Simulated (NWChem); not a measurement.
System: C₃H₈Si; SMILES C/C=C\[SiH3]

All runs: NWChem. B3LYP is NWChem's, with the RPA form of VWN correlation. Each level has its own optimisation; frequencies are unscaled. Brackets give each atom's bonded neighbours.

```
level                r C–C [C(CCH)–C(CHHH)] (Å)  r C–C [C(CCH)–C(CHSi)] (Å)  r C–H [C(CCH)–H(C)] (Å)  r C–Si (Å)  highest harmonic frequency (cm⁻¹)  lowest (cm⁻¹)  zero-point energy (kcal/mol)  dipole (D)
-------------------  --------------------------  --------------------------  -----------------------  ----------  ---------------------------------  -------------  ----------------------------  ----------
Hartree-Fock/STO-3G                       1.523                       1.313                    1.087       1.854                               3755             77                          72.8        0.18
B3LYP/3-21G                                   …                       1.339                    1.091           …                               3152             43                          59.9           …
PBE0/def2-SVP                             1.492                       1.342                    1.099       1.875                               3173             41                          59.6        1.25
```

Question: Some entries are withheld; supply them.

Answer: 
- B3LYP/3-21G, r C–C [C(CCH)–C(CHHH)] (Å): 1.510
- B3LYP/3-21G, r C–Si (Å): 1.903
- B3LYP/3-21G, dipole (D): 1.16
